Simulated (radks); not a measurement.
Problem. These are the eigenvalues of the occupied orbitals of an atom or ion with whole-number occupations (Ry). Method: Dirac Kohn-Sham, PBE, spin-unpolarised, spherical densities, finite nucleus; Fermi nuclear charge, rms radius of each element as measured or else 0.836 A^(1/3) + 0.57 fm; computed with a radial shooting solver on a logarithmic mesh with Libxc functionals.

orbital  eigenvalue
1s1/2     -6811.025

Which element is it, and in what charge state? The configuration may be excited. Open shells, if any, fill j = l - 1/2 first.

Solution. Z = 79, gold, charge +78: Au78+ in 1s1. The 1s level, -3405.5 hartree, gives Z - s = 82.5 by -(Z - s)^2/2, which with screening and relativity narrows Z to a few neighbours, and the depths must fix Z and the occupations together.
